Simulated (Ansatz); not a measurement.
Two members of one family (BAs nanocrystals, H-capped) that differ in charge, which shifts all levels, computed with Ansatz in the gas phase. The two geometries come from different levels. Levels of anions in sets without diffuse functions are rough. The structures are stationary points that may keep the symmetry of their start.

First: B6As5H18⁻, cut from wurtzite (singlet, charge -1, PBE-D4/def2-SVP geometry).

```tsv
atom	x (Å)	y (Å)	z (Å)
B1	-1.801	-1.568	0.928
As2	-1.387	0.427	1.308
As3	1.556	-1.130	1.684
B4	0.609	0.691	1.889
B5	-1.892	1.709	-0.239
As6	1.468	2.017	0.565
As7	-0.562	-2.030	-0.674
B8	1.422	-2.206	-0.067
B9	-0.882	-0.863	-2.353
As10	-0.649	1.116	-1.795
B11	1.314	1.733	-1.470
H12	-1.505	-2.252	1.908
H13	-2.977	-1.646	0.587
H14	-2.162	0.852	2.559
H15	1.110	-1.946	2.891
H16	3.019	-0.938	2.105
H17	0.740	1.101	3.033
H18	-3.065	1.497	-0.533
H19	-1.648	2.873	0.082
H20	0.958	3.389	0.990
H21	2.930	2.209	0.987
H22	-0.948	-3.454	-1.081
H23	1.725	-3.365	0.201
H24	2.182	-1.654	-0.854
H25	-2.058	-1.012	-2.680
H26	-0.065	-1.151	-3.225
H27	-1.098	1.942	-3.003
H28	2.112	0.846	-1.742
H29	1.555	2.812	-2.001
```

```
           level  HOMO (eV)  LUMO (eV)  gap (eV)
 PBE-D4/def2-SVP      -2.38       2.05      4.43
  B3LYP-D4/6-31G      -3.16       3.12      6.29
PBE0-D4/def2-SVP      -3.48       2.81      6.30
```

Second: B5As6H18⁺, cut from wurtzite (singlet, charge 1, r2SCAN-D4/def2-SVP geometry).

```
atom    x (Å)    y (Å)    z (Å)
 As1  -2.3543   0.1051   0.7015
  B2  -0.9913  -1.3709   1.1464
  B3  -0.9537  -1.1646  -2.3023
 As4  -0.0365  -1.9383  -0.6277
 As5   0.4041  -0.4886   2.3757
  B6   2.0156  -1.8051  -0.4995
  B7  -1.5481   1.6788  -0.3631
 As8  -0.9628   0.8828  -2.1870
 As9   0.0776   2.3565   0.7084
 B10   1.4629   1.0300   1.4647
As11   2.5434   0.1270  -0.0585
 H12  -3.5218  -0.4597  -0.0565
 H13  -3.0360   0.6319   1.9377
 H14  -1.5325  -2.2911   1.7115
 H15  -2.1362  -1.4521  -2.2704
 H16  -0.3613  -1.5094  -3.2996
 H17  -0.3150  -3.4156  -0.6937
 H18  -0.2146   0.0250   3.6499
 H19   1.3636  -1.5123   2.9103
 H20   2.3881  -2.4268   0.4771
 H21   2.5217  -2.1317  -1.5491
 H22  -2.3322   2.5881  -0.4972
 H23  -1.8868   1.4801  -3.2114
 H24   0.3256   1.5596  -2.5844
 H25  -0.4375   3.1886   1.8531
 H26   0.7948   3.4043  -0.1007
 H27   2.1798   1.6162   2.2416
 H28   2.5569   1.0778  -1.2295
 H29   3.9868   0.2146   0.3528
```

Problem. Estimate how these quantities change from the first to the second (second minus first).

Solution. 
| level | Δ HOMO (eV) | Δ LUMO (eV) | Δ gap (eV) |
| --- | --- | --- | --- |
| PBE-D4/def2-SVP | -7.46 | -7.38 | 0.08 |
| B3LYP-D4/6-31G | -7.51 | -7.52 | -0.01 |
| PBE0-D4/def2-SVP | -7.46 | -7.39 | 0.07 |
